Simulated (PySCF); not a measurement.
Ligands exchanged one at a time, Al SiH3-I. Gas-phase values, no solvent. Strings in code marks are SMILES.

Method: PySCF 2.14.0 with PBE-D3(BJ)/def2-TZVP // B3LYP-D3(BJ)/def2-TZVP. Excitations are Tamm–Dancoff values on a coarser integration grid. The basis has no diffuse functions, so Rydberg states are missing or too high.

```tsv
species	S1 excitation (TDA) (eV)	T1 excitation (TDA) (eV)
0 of 3 SiH3 replaced by I (`[SiH3][Al]([SiH3])[SiH3]`)	3.14	2.63
1 of 3 SiH3 replaced by I	3.11	(withheld)
2 of 3 SiH3 replaced by I (`[I][Al]([I])[SiH3]`)	(withheld)	3.48
3 of 3 SiH3 replaced by I (`[I][Al]([I])[I]`)	4.00	3.76
```

Task: Complete the blanks.

Result: 
- 1 of 3 SiH3 replaced by I, T1 excitation (TDA) (eV): 2.74
- 2 of 3 SiH3 replaced by I (`[I][Al]([I])[SiH3]`), S1 excitation (TDA) (eV): 3.74
